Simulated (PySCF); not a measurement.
# Two-component Hartree-Fock for Ne⁺ (neon, charge +1)

Start: [He] 2s1 2p5 3s1; 2s1/2 filled at m_j = +1/2; 2p1/2 filled at m_j = -1/2, +1/2; 2p3/2 filled at m_j = -1/2, +1/2, +3/2; 3s1/2 filled at m_j = +1/2. Calculated with PySCF 2.14 in x2c-SVPall-2c with one added diffuse shell of s type (4s2p1d, 15 functions): generalised Hartree-Fock with the X2C-1e Hamiltonian and a Gaussian nucleus; one run each with spin-orbit coupling (SO) switched off, then screened by Boettger's factors. This is a chosen level, not necessarily the ground level.

| spinor shell | electrons | ε, spin-free (eV) | ε, screened SO (eV) | weight of nominal j (screened SO) | rms radius, screened SO (bohr) |
| --- | --- | --- | --- | --- | --- |
| 1s1/2 | 2 | -931.41 | -931.40 | 1.000 | 0.183 |
| 2s1/2 | 1 | -88.037 | -88.031 | 1.000 | 0.899 |
| 2p1/2 | 2 | -55.240 | -54.587 | 0.666 | 0.941 |
| 2p3/2 | 3 | -55.240 | -55.681 | 0.777 | 0.936 |
| 3s1/2 | 1 | -12.963 | -12.963 | 1.000 | 2.86 |

| quantity | spin-free | screened SO |
| --- | --- | --- |
| E (hartree) | -125.86218 | -125.86354 |
| M_J | 5/2 | 5/2 |
| ⟨J²⟩ | 8.754 | 8.754 |
| ⟨L²⟩ | 2.001 | 2.001 |
| ⟨S²⟩ | 3.753 | 3.753 |

Each row is a mean over spinors that exchange with the open shell spreads, by up to 10.420 eV (2p1/2).

Rows whose weight is well below 1 are mixtures of j = l ± 1/2: exchange outweighs spin-orbit coupling there, and the label is only the starting occupation.

Without spin-orbit coupling the j labels of p, d and f shells carry no meaning; the spin-free column gives the mean over the occupied spinors of each nl shell.
